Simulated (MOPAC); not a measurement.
A run for MOPAC: PM7 on AsH7Si (a complex), monomers drawn apart or pushed together.

```
PM7 1SCF PRECISE CHARGE=0 THREADS=1
AsH7Si

Si     0.00474387 1    -0.08228078 1     0.19729922 1
H      0.31397630 1    -0.62958426 1    -1.14309886 1
H     -1.42185911 1     0.30733567 1     0.25608056 1
H      0.85178177 1     1.10246107 1     0.45833281 1
H      0.27391406 1    -1.11349795 1     1.22468440 1
As     0.12115030 1     0.50330607 1     4.67290482 1
H     -0.61696526 1     1.09383253 1     5.87060342 1
H     -0.71389444 1    -0.77138272 1     4.71591126 1
H     -0.84107778 1     1.16156360 1     3.68936525 1
```

Output:

```
*******************************************************************************
 **                                                                           **
 **                              MOPAC v23.2.5                                **
 **                                                                           **
 *******************************************************************************
 ** MOPAC's Digital Object Identifier: https://doi.org/10.5281/zenodo.6511958 **
 **                                                                           **
 ** Please cite the open-source release paper for use of this MOPAC version:  **
 ** J. E. Moussa and J. J. P. Stewart (2026)                                  **
 ** MOPAC: An open-source semiempirical molecular orbital program             **
 ** J. Open Source Softw., 11(119), 8025, https://doi.org/10.21105/joss.08025 **
 *******************************************************************************

                              PM7 CALCULATION RESULTS

 *******************************************************************************
 *  PM7        - The PM7 Hamiltonian to be used
 *
 *
 *
 *                 CHARGE ON SYSTEM = 0
 *
 *
 *
 *  PRECISE    - TIGHTER CRITERIA TO BE USED
 *  1SCF       - DO 1 SCF AND THEN STOP
 *  THREADS=1  - MULTI-THREADING NOT USED
 *  T=         - A TIME OF 172800.0 SECONDS REQUESTED
 *  DUMP=N     - RESTART FILE WRITTEN EVERY 7200.0 SECONDS REQUESTED
 *******************************************************************************
PM7 1SCF PRECISE CHARGE=0 THREADS=1
 AsH7Si

   ATOM   CHEMICAL          X               Y               Z
  NUMBER   SYMBOL      (ANGSTROMS)     (ANGSTROMS)     (ANGSTROMS)

     1      Si          0.00474387  *  -0.08228078  *   0.19729922  *
     2       H          0.31397630  *  -0.62958426  *  -1.14309886  *
     3       H         -1.42185911  *   0.30733567  *   0.25608056  *
     4       H          0.85178177  *   1.10246107  *   0.45833281  *
     5       H          0.27391406  *  -1.11349795  *   1.22468440  *
     6      As          0.12115030  *   0.50330607  *   4.67290482  *
     7       H         -0.61696526  *   1.09383253  *   5.87060342  *
     8       H         -0.71389444  *  -0.77138272  *   4.71591126  *
     9       H         -0.84107778  *   1.16156360  *   3.68936525  *



          CARTESIAN COORDINATES

    NO.       ATOM           X           Y           Z

     1        Si          0.0047     -0.0823      0.1973
     2         H          0.3140     -0.6296     -1.1431
     3         H         -1.4219      0.3073      0.2561
     4         H          0.8518      1.1025      0.4583
     5         H          0.2739     -1.1135      1.2247
     6        As          0.1212      0.5033      4.6729
     7         H         -0.6170      1.0938      5.8706
     8         H         -0.7139     -0.7714      4.7159
     9         H         -0.8411      1.1616      3.6894

 General Reference for PM7:
 "Optimization of Parameters for Semiempirical Methods VI: More Modifications to the
 NDDO Approximations and Re-optimization of Parameters", J. J. P. Stewart, J. Mol. Mod., 1:32, 19 (2013)
 https://link.springer.com/article/10.1007/s00894-012-1667-x

           Empirical Formula: H7 Si As  =     9 atoms



      MOLECULAR POINT GROUP   :   C1


      RHF CALCULATION, NO. OF DOUBLY OCCUPIED LEVELS = 8


 -------------------------------------------------------------------------------
 PM7 1SCF PRECISE CHARGE=0 THREADS=1
 AsH7Si



     1SCF WAS SPECIFIED, SO BFGS WAS NOT USED
     SCF FIELD WAS ACHIEVED


                              PM7 CALCULATION
                                                       MOPAC v23.2.5 Linux




          FINAL HEAT OF FORMATION =          8.86765 KCAL/MOL =      37.10224 KJ/MOL


          COSMO AREA              =        137.22 SQUARE ANGSTROMS
          COSMO VOLUME            =        121.65 CUBIC ANGSTROMS

          IONIZATION POTENTIAL    =          9.752010 EV
          HOMO LUMO ENERGIES (EV) =         -9.752 -1.342
          NO. OF FILLED LEVELS    =          8
          MOLECULAR WEIGHT        =        110.0624         POINT GROUP:  C1

          MOLECULAR DIMENSIONS (Angstroms)

            Atom       Atom       Distance
            H     7    H     2     7.28209
            H     8    H     4     3.03488
            H     3   As     6     2.25557


          SCF CALCULATIONS        =          1





   ATOM   CHEMICAL          X               Y               Z
  NUMBER   SYMBOL      (ANGSTROMS)     (ANGSTROMS)     (ANGSTROMS)

     1      Si          0.00474387  *  -0.08228078  *   0.19729922  *
     2       H          0.31397630  *  -0.62958426  *  -1.14309886  *
     3       H         -1.42185911  *   0.30733567  *   0.25608056  *
     4       H          0.85178177  *   1.10246107  *   0.45833281  *
     5       H          0.27391406  *  -1.11349795  *   1.22468440  *
     6      As          0.12115030  *   0.50330607  *   4.67290482  *
     7       H         -0.61696526  *   1.09383253  *   5.87060342  *
     8       H         -0.71389444  *  -0.77138272  *   4.71591126  *
     9       H         -0.84107778  *   1.16156360  *   3.68936525  *

                             CARTESIAN COORDINATES

   1   Si        0.004743870    -0.082280780     0.197299220
   2    H        0.313976300    -0.629584260    -1.143098860
   3    H       -1.421859110     0.307335670     0.256080560
   4    H        0.851781770     1.102461070     0.458332810
   5    H        0.273914060    -1.113497950     1.224684400
   6   As        0.121150300     0.503306070     4.672904820
   7    H       -0.616965260     1.093832530     5.870603420
   8    H       -0.713894440    -0.771382720     4.715911260
   9    H       -0.841077780     1.161563600     3.689365250


           Empirical Formula: H7 Si As  =     9 atoms



      MOLECULAR POINT GROUP   :   C1


                  EIGENVALUES
 -18.69071 -18.45640 -13.41950 -13.39085 -12.48256 -12.46306 -12.43027  -9.75201
  -1.34167  -1.34046  -1.11040  -1.11018  -1.04426   2.48184   2.48776   2.49953
   3.79779   3.80595   4.22032   8.10680  20.42113  20.43553  21.25946  21.27054
  21.27154


              NET ATOMIC CHARGES AND DIPOLE CONTRIBUTIONS

  ATOM NO.   TYPE          CHARGE      No. of ELECS.   s-Pop       p-Pop       d-Pop
    1         Si          -0.021363        4.0214     0.93784     2.98867     0.09485
    2          H           0.005732        0.9943     0.99427
    3          H           0.002179        0.9978     0.99782
    4          H           0.006887        0.9931     0.99311
    5          H           0.006232        0.9938     0.99377
    6         As          -0.219174        5.2192     1.66749     3.29573     0.25595
    7          H           0.073087        0.9269     0.92691
    8          H           0.073098        0.9269     0.92690
    9          H           0.073323        0.9267     0.92668
 DIPOLE           X         Y         Z       TOTAL
 POINT-CHG.    -0.861    -0.010     0.099     0.867
 HYBRID        -0.219    -0.002     0.017     0.220
 SUM           -1.081    -0.012     0.116     1.087


          ATOMIC ORBITAL ELECTRON POPULATIONS

     Atom    s        px        py        pz      x^2-y^2     xz        z^2       yz        xy
    1 Si   0.93784   0.99357   0.99811   0.99699   0.01865   0.00451   0.02496   0.02590   0.02083
    2  H   0.99427
    3  H   0.99782
    4  H   0.99311
    5  H   0.99377
    6 As   1.66749   1.34739   0.97224   0.97609   0.01341   0.07936   0.03792   0.04373   0.08153
    7  H   0.92691
    8  H   0.92690
    9  H   0.92668

 **********************
 *                    *
 * JOB ENDED NORMALLY *
 *                    *
 **********************




 == MOPAC DONE ==
```

The run finished.

Cost: about 0.03 core-seconds (a rough figure).
